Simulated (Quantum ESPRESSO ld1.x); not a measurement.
Question: The mean radii <r> (bohr) of the occupied orbitals of an atom or ion are listed with their occupations. Method: Dirac Kohn-Sham, PBE, spin-unpolarised, spherical densities, point nucleus; computed with ld1.x of Quantum ESPRESSO 7.5.

| orbital | occ. | <r> |
|---|---|---|
| 1s1/2 | 2 | 0.02318 |
| 2s1/2 | 2 | 0.09846 |
| 2p1/2 | 2 | 0.08245 |
| 2p3/2 | 4 | 0.08897 |
| 3s1/2 | 2 | 0.2601 |
| 3p1/2 | 2 | 0.2498 |
| 3p3/2 | 4 | 0.2624 |
| 3d3/2 | 4 | 0.2340 |
| 3d5/2 | 6 | 0.2379 |
| 4s1/2 | 2 | 0.5906 |
| 4p1/2 | 2 | 0.6050 |
| 4p3/2 | 4 | 0.6329 |
| 4d3/2 | 4 | 0.6743 |
| 4d5/2 | 6 | 0.6839 |
| 5s1/2 | 2 | 1.370 |
| 5p1/2 | 2 | 1.502 |
| 5p3/2 | 4 | 1.571 |
| 4f5/2 | 1.28571 | 0.8684 |
| 4f7/2 | 1.71429 | 0.8757 |

Name the element and its charge. Open shells, if any, are shared by 2j + 1.

Answer: Z = 61, promethium, charge +4: Pm4+ in [Xe] 4f3. The 1s radius gives Z: for a bare nucleus <r> = (2 gamma + 1)/(2Z) with gamma = sqrt(1 - (Z/c)^2), 0.02288 bohr for Z = 61, and screening makes it slightly larger (0.02318 here). The occupations add up to 57, and the charge is Z minus that.
